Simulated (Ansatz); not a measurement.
CH₃F₂Sn (`[CH3][Sn]([F])[F]`) radical, 7 atoms. Charge 0, multiplicity 2. Correlated methods include outer-core shells of Sn, which these sets cover unevenly. Sn takes the def2 core potential. All runs use 4 threads of an Arm Neoverse V2 on a shared host. Correlated methods freeze the cores. Open-shell runs search over several starts.

**Question.** How many basis functions does each run have, and how long does it take in Ansatz? UKS PBE0-D4/def2-TZVP frequencies; UKS CAM-B3LYP-D4/def2-TZVPP energy; UKS PBE0-D4/def2-TZVP relaxation (6 steps); UKS PBE0-D4/def2-QZVPP energy; UKS PBE0-D4/def2-SVP energy; direct RPA on PBE orbitals/def2-TZVPP energy; UHF-CCSD(T)/def2-SVP energy; UKS ωB97M-V/def2-SVP energy; UKS B2PLYP (frozen core)/def2-TZVPP energy; UKS ωB97M-V/def2-QZVPP energy; UKS r2SCANh-D4/def2-TZVPP energy; UKS B97M-V/def2-TZVPP energy. (An estimate is asked.)

**Answer.** The calculation gave: Other jobs shared the machine, so times are rough.

```
                                level                   job  functions  wall time  peak host memory (GiB)
                 UKS PBE0-D4/def2-SVP                energy         83      1.1 s                    0.22
          UKS CAM-B3LYP-D4/def2-TZVPP                energy        185      2.6 s                    0.56
  UKS B2PLYP (frozen core)/def2-TZVPP                energy        185      3.8 s                    0.53
                 UKS ωB97M-V/def2-SVP                energy         83      4.5 s                    0.39
direct RPA on PBE orbitals/def2-TZVPP                energy        185      4.6 s                    0.52
            UKS r2SCANh-D4/def2-TZVPP                energy        185      4.6 s                    0.54
               UKS PBE0-D4/def2-QZVPP                energy        343        6 s                     1.1
                UKS B97M-V/def2-TZVPP                energy        185        7 s                    0.39
                 UHF-CCSD(T)/def2-SVP                energy         83      8.5 s                    0.66
               UKS ωB97M-V/def2-QZVPP                energy        343       14 s                     1.5
                UKS PBE0-D4/def2-TZVP  relaxation (6 steps)        161       16 s                    0.44
                UKS PBE0-D4/def2-TZVP           frequencies        161       60 s                    0.44
```
